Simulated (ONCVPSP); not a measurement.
Before and after: ONCV potential for N

```
Element                 : nitrogen
Generator               : ONCVPSP 4.0.1
Type                    : optimised norm-conserving Vanderbilt (ONCV)
Functional              : PBEsol
Relativity              : fully relativistic
Frozen core             : [He]
Valence charge          : 5
Reference configuration : 2s2 2p3
Partial waves           : 2s: rc 0.75 bohr, ncon 4, nbas 7, qcut 10.9 1/bohr, local; 2p: rc 1.50 bohr, ncon 4, nbas 9, qcut 11.5 1/bohr, 2 projectors, debl 1.6 Ha
Local potential         : the s channel
Core correction         : Teter function, fcfact 2, rcfact 1.2
```

Open shells are filled in proportion to 2j + 1.

Change: core correction Teter function, fcfact 2, rcfact 1.78.

Cutoffs: the cutoffs (Ha) at which the residual kinetic energy of the hardest occupied pseudo-wave falls to 1 and 0.1 mHa per electron; they do not see the model core or the augmentation charge, which bear on the density cutoff. Errors are all-electron minus pseudo energies relative to the spin-unpolarised reference configuration.

**Question.** What does the change do?

**Answer.** The potential gets neither clearly harder nor softer (33 Ha and 176 Ha → 33 Ha and 176 Ha); of the 4 tests that both files solve, the error grows in 0 and shrinks in 3 by more than 15 % and 0.3 meV (median size 51.1 → 37.2 meV); neither file shows a bound ghost. That the errors move this way runs against the usual rule that smaller radii transfer better. A model core, the more so a compact one, raises the density cutoff, which this test does not measure.

| quantity | base | changed |
| --- | --- | --- |
| cutoff, loose | 33 Ha | 33 Ha |
| cutoff, tight | 176 Ha | 176 Ha |
| bound ghosts | none | none |
| GHOST(+) flags under 300 eV | none | none |
| error for 2s2 2p2, meV [ΔE 13.52 eV] | +8.5 | +6.4 |
| error for 2s2 2p1, meV [ΔE 42.26 eV] | +81 | +56 |
| error for 2s2 2p0, meV [ΔE 89.14 eV] | +386 | +233 |
| error for 2s0 2p5, meV [ΔE 22.90 eV] | +21 | +19 |
| s: phases at 0.76 bohr within 0.05 rad from the reference energy up to (Ha; the scan ends near 5) | to the end of the scan | to the end of the scan |
| p3/2: phases at 1.52 bohr within 0.05 rad from the reference energy up to (Ha; the scan ends near 5) | to the end of the scan | to the end of the scan |
| p1/2: phases at 1.52 bohr within 0.05 rad from the reference energy up to (Ha; the scan ends near 5) | to the end of the scan | to the end of the scan |
| rms error of d²Exc/dni dnj with the model core, mHa | 9.86 | 8.30 |
